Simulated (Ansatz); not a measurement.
Stepwise reaction of `BrB(Br)Br` with hydrogen, as a gas-phase model of exchange steps in deposition or etching. ΔE in kJ/mol; ΔG adds harmonic PBE0-D4 terms to CCSD(T)/CBS, at 1 bar.

Computed with Ansatz on PBE0-D4/def2-TZVP structures; ΔE is electronic, products minus reactants. CCSD(T)/CBS adds triple-zeta CCSD(T) − MP2 to the extrapolated MP2 energy (def2 sets, frozen cores). This one scheme is used for every species. Functionals use def2-TZVPP. B3LYP here is the variant with VWN-RPA as its local correlation; programs differ in this. For Br outer-core shells are correlated without core-valence functions, which leaves a few kJ/mol of doubt a bond. Scalar relativity is left out up to krypton.

| step | reaction | PBE-D4 | B3LYP-D4 | ωB97M-V | CCSD(T)/CBS | ΔG(600 K) |
| --- | --- | --- | --- | --- | --- | --- |
| 2 | `BrBBr` + H₂ → `BBr` + HBr | 68.4 | 58.7 | 58.5 | 62.0 | 55.0 |
| 3 | `BBr` + H₂ → BH₃ + HBr | 82.6 | 72.1 | 72.3 | 76.0 | 74.1 |

Question: Give the row of step 1, `BrB(Br)Br` + H₂ → `BrBBr` + HBr. (Estimate.)

Answer: The calculation gave: 
| step | reaction | PBE-D4 | B3LYP-D4 | ωB97M-V | CCSD(T)/CBS | ΔG(600 K) |
| --- | --- | --- | --- | --- | --- | --- |
| 1 | `BrB(Br)Br` + H₂ → `BrBBr` + HBr | 51.3 | 42.7 | 42.5 | 45.9 | 33.3 |

Question: By hand: ΔE of the 3 steps together at CCSD(T)/CBS.

Answer: (45.9) + (62.0) + (76.0) = 183.9 kJ/mol, or 61.3 kJ/mol a step.

In ΔE each step is higher than the one before. All are uphill at CCSD(T)/CBS. ΔG lies between 33.3 and 74.1 kJ/mol a step. PBE-D4 differs from CCSD(T)/CBS by 5.4 to 6.6 kJ/mol a step. Isolated molecules leave out the surface, adducts and barriers. Largest T1 diagnostic: 0.010.
